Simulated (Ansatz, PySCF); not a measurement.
Breaking the Si1–H2 bond in CH4OSi (SMILES CO[SiH]) (multiplicity 1 held, fragments rigid). Energies count from the point at 1.549 Å.
Geometry at that point (charge 0, multiplicity 1):
```xyz
7

Si    -0.40795    -0.67899     0.91807
H     -1.31024    -1.18844    -0.23386
O      0.45056     0.41925     0.04651
C      0.38284     0.78205    -1.32615
H      0.15320     1.84590    -1.40103
H      1.35331     0.59929    -1.78973
H     -0.38647     0.20274    -1.84347
```

Restricted levels (R-, RO-) in cc, def2 and unpolarised 6-31G sets keep to the state of the molecule at rest. Unrestricted levels (U-) break spin symmetry where that is lower. Active spaces are followed from a long bond inwards. Curves can end on different states.

Correlated levels freeze the cores. Rows in 6-31G* carry no dispersion term and start afresh at each structure (6-31G* with six Cartesian d functions).

The values were computed with Ansatz (a quantum-chemistry and plane-wave program); PySCF for 6-31G* rows. Each number belongs to the level named beside it.

Energies in kcal/mol.

```json
[
 {"R (Å)": "1.240", "U-HF/6-31G*": "23.9", "R-HF/cc-pV(T+d)Z": "22.8", "R-PBE/cc-pV(T+d)Z": "25.3", "R-SCS-MP2/cc-pV(T+d)Z": "23.0", "U-SCS-MP2/cc-pV(T+d)Z": "24.5", "FIC-MRCISD+Q on CASSCF(2,2)/cc-pV(T+d)Z": "23.4"},
 {"R (Å)": "1.394", "U-HF/6-31G*": "3.9", "R-HF/cc-pV(T+d)Z": "3.8", "R-PBE/cc-pV(T+d)Z": "5.4", "R-SCS-MP2/cc-pV(T+d)Z": "4.0", "U-SCS-MP2/cc-pV(T+d)Z": "4.9", "FIC-MRCISD+Q on CASSCF(2,2)/cc-pV(T+d)Z": "4.3"},
 {"R (Å)": "1.549", "U-HF/6-31G*": "0.0", "R-HF/cc-pV(T+d)Z": "0.0", "R-PBE/cc-pV(T+d)Z": "0.0", "R-SCS-MP2/cc-pV(T+d)Z": "0.0", "U-SCS-MP2/cc-pV(T+d)Z": "0.0", "FIC-MRCISD+Q on CASSCF(2,2)/cc-pV(T+d)Z": "0.0"},
 {"R (Å)": "1.704", "U-HF/6-31G*": "4.3", "R-HF/cc-pV(T+d)Z": "4.0", "R-PBE/cc-pV(T+d)Z": "(withheld)", "R-SCS-MP2/cc-pV(T+d)Z": "3.5", "U-SCS-MP2/cc-pV(T+d)Z": "2.5", "FIC-MRCISD+Q on CASSCF(2,2)/cc-pV(T+d)Z": "3.1"},
 {"R (Å)": "1.859", "U-HF/6-31G*": "12.4", "R-HF/cc-pV(T+d)Z": "11.7", "R-PBE/cc-pV(T+d)Z": "7.7", "R-SCS-MP2/cc-pV(T+d)Z": "10.7", "U-SCS-MP2/cc-pV(T+d)Z": "8.5", "FIC-MRCISD+Q on CASSCF(2,2)/cc-pV(T+d)Z": "9.8"},
 {"R (Å)": "2.092", "U-HF/6-31G*": "27.0", "R-HF/cc-pV(T+d)Z": "26.0", "R-PBE/cc-pV(T+d)Z": "18.7", "R-SCS-MP2/cc-pV(T+d)Z": "24.1", "U-SCS-MP2/cc-pV(T+d)Z": "20.8", "FIC-MRCISD+Q on CASSCF(2,2)/cc-pV(T+d)Z": "22.2"},
 {"R (Å)": "2.324", "U-HF/6-31G*": "40.3", "R-HF/cc-pV(T+d)Z": "40.6", "R-PBE/cc-pV(T+d)Z": "30.2", "R-SCS-MP2/cc-pV(T+d)Z": "37.8", "U-SCS-MP2/cc-pV(T+d)Z": "40.5", "FIC-MRCISD+Q on CASSCF(2,2)/cc-pV(T+d)Z": "34.5"},
 {"R (Å)": "2.711", "U-HF/6-31G*": "50.9", "R-HF/cc-pV(T+d)Z": "62.6", "R-PBE/cc-pV(T+d)Z": "(withheld)", "R-SCS-MP2/cc-pV(T+d)Z": "58.3", "U-SCS-MP2/cc-pV(T+d)Z": "61.8", "FIC-MRCISD+Q on CASSCF(2,2)/cc-pV(T+d)Z": "51.9"},
 {"R (Å)": "3.099", "U-HF/6-31G*": "54.9", "R-HF/cc-pV(T+d)Z": "81.1", "R-PBE/cc-pV(T+d)Z": "(withheld)", "R-SCS-MP2/cc-pV(T+d)Z": "75.0", "U-SCS-MP2/cc-pV(T+d)Z": "69.7", "FIC-MRCISD+Q on CASSCF(2,2)/cc-pV(T+d)Z": "64.1"},
 {"R (Å)": "3.564", "U-HF/6-31G*": "56.5", "R-HF/cc-pV(T+d)Z": "99.1", "R-PBE/cc-pV(T+d)Z": "73.5", "R-SCS-MP2/cc-pV(T+d)Z": "90.2", "U-SCS-MP2/cc-pV(T+d)Z": "73.0", "FIC-MRCISD+Q on CASSCF(2,2)/cc-pV(T+d)Z": "72.2"},
 {"R (Å)": "4.183", "U-HF/6-31G*": "57.1", "R-HF/cc-pV(T+d)Z": "117.6", "R-PBE/cc-pV(T+d)Z": "84.3", "R-SCS-MP2/cc-pV(T+d)Z": "103.0", "U-SCS-MP2/cc-pV(T+d)Z": "74.3", "FIC-MRCISD+Q on CASSCF(2,2)/cc-pV(T+d)Z": "76.2"},
 {"R (Å)": "4.958", "U-HF/6-31G*": "57.3", "R-HF/cc-pV(T+d)Z": "134.3", "R-PBE/cc-pV(T+d)Z": "91.8", "R-SCS-MP2/cc-pV(T+d)Z": "108.0", "U-SCS-MP2/cc-pV(T+d)Z": "74.6", "FIC-MRCISD+Q on CASSCF(2,2)/cc-pV(T+d)Z": "77.3"}
]
```

Question: What belongs in the gaps?

Answer: 
- 1.704, R-PBE/cc-pV(T+d)Z: 2.0
- 2.711, R-PBE/cc-pV(T+d)Z: 47.5
- 3.099, R-PBE/cc-pV(T+d)Z: 61.3

Doubts at one or more of the structures used: a spin-contaminated determinant (U-HF/6-31G*, U-SCS-MP2/cc-pV(T+d)Z); a restricted determinant that unrestricted orbitals would lower (R-HF/cc-pV(T+d)Z, R-PBE/cc-pV(T+d)Z, R-SCS-MP2/cc-pV(T+d)Z).
